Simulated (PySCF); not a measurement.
C3H4BFO2, SMILES FB1C=COCO1. Geometry: PBE0-D3(BJ)/def2-SVP. The structure was generated by enumeration, and PubChem lists no compound with its InChIKey, so it may never have been made. The values are those of a single conformer.

Computed equilibrium geometry at PBE0-D3(BJ)/def2-SVP (PySCF confirms it by a frequency run) as a Z-matrix (one conformer of several):
```
C
C 1 1.3495
O 2 1.3419 1 123.27
H 1 1.0905 2 118.84 3 -179.59
H 2 1.0954 3 111.35 1 -177.67
C 3 1.4081 2 114.46 5 162.53
O 6 1.3894 3 113.47 2 51.26
B 7 1.3675 6 115.34 3 -47.99
F 8 1.3258 7 117.11 6 -169.89
H 6 1.0971 7 109.16 8 -166.31
H 6 1.1089 10 110.39 3 -116.65
```
Charge 0, spin multiplicity 1.
